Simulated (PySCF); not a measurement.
# Sr⁺ (strontium, charge +1): UHF calculation

Configuration: [Kr] 5s1, 2S determinant. All numbers are calculated (PySCF 2.14, scalar relativity through the core potential, in def2-SVP with the def2 core potential (28 electrons) (4s3p2d, 23 functions)).

* Total energy: -30.164559 hartree
* One-electron energy: -47.6612 hartree
* Hartree (Coulomb) energy: 21.2682 hartree
* Exchange energy: -3.7715 hartree
* ⟨S²⟩: 0.7504
* ⟨L²⟩: 0.000
* Sum of ⟨r⟩: 16.35 bohr
* Sum of ⟨r²⟩: 39.74 bohr²
* Time after the integrals: 0.05 s of wall time on 1 thread of Intel(R) Xeon(R) Platinum 8559C (shared host)

| shell | electrons | mean orbital energy (hartree) | rms radius, mean of both spins (bohr) |
| --- | --- | --- | --- |
| 4s α | 1 | -2.18479 | 1.46 |
| 4s β | 1 | -2.17683 | 1.46 |
| 4p α | 3 | -1.32234 | 1.68 |
| 4p β | 3 | -1.31823 | 1.68 |
| 5s α | 1 | -0.38459 | 4.30 |

Energies and moments cover only the electrons outside the core potential.
